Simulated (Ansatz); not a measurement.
The same ligand exchange along the group F, Cl, Br.

Gas-phase electronic energies from Ansatz, PBE0-D4/def2-TZVP geometries. CCSD(T)/CBS adds triple-zeta CCSD(T) − MP2 to the extrapolated MP2 energy (def2 sets, frozen cores). Small cases extrapolate CCSD(T) itself. Functionals use def2-TZVPP. B3LYP here is the variant with VWN-RPA as its local correlation; programs differ in this. For Br outer-core shells are correlated without core-valence functions, which leaves a few kJ/mol of doubt a bond. Scalar relativity is left out up to krypton. One conformer a species, not always the lowest.

| reaction | PBE0-D4 (kcal/mol) | B3LYP-D4 (kcal/mol) | HF/CBS(def2) (kcal/mol) |
| --- | --- | --- | --- |
| `F[Si]S` + NH₃ → `N[Si]F` + H₂S | -2.7 | -4.0 | -7.4 |
| `S[Si]Cl` + NH₃ → `N[Si]Cl` + H₂S | -0.7 | -2.2 | -5.6 |
| `S[Si]Br` + NH₃ → `N[Si]Br` + H₂S | -0.4 | -2.0 | -5.5 |

Problem. Give the CCSD(T)/CBS values in the same order. (Estimate.)

Solution. Computed: -4.3, -2.2, -1.7 kcal/mol.

Largest T1 diagnostic: 0.015, for `F[Si]S`.

Extrapolated directly: `F[Si]S` + NH₃ → `N[Si]F` + H₂S; `S[Si]Cl` + NH₃ → `N[Si]Cl` + H₂S.
